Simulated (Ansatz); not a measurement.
Dissociation curve of Al₂, triplet.

Computed with: UHF/cc-pVTZ (Ansatz, a quantum-chemistry and plane-wave program); ROCCSDT = CCSDT on ROHF/cc-pVTZ, frozen core (Ansatz); ROHF/cc-pVTZ (Ansatz).

Total energies in hartree (comparable only within one method and basis):

```
R / Å         UHF     ROCCSDT        ROHF
-----  ----------  ----------  ----------
2.64   -483.78620  -483.91363  -483.78042
2.74   -483.78737  -483.91426  -483.78166
2.88   -483.78658  -483.91286  -483.78103
3.07   -483.78263  -483.90840  -483.77740
3.26   -483.77680  -483.90255  -483.77197
3.51   -483.77048  -483.89431  -483.76441
3.87   -483.76526  -483.88358  -483.75832
4.26   -483.76231  -483.87496  -483.75499
4.77   -483.76039  -483.86850  -483.75281
5.33   -483.75936  -483.86556  -483.75164
6.00   -483.75876  -483.86430  -483.75097
7.06   -483.75837  -483.86366  -483.75055
8.29   -483.75820  -483.86345  -483.75037
```

The scan ran from 1.75 to 8.29 Å; beyond the distances shown full CI changes its symmetry label. The T1 diagnostic of CCSD on the restricted reference of ROCCSDT exceeds 0.045 at 3.51 to 3.87 Å.
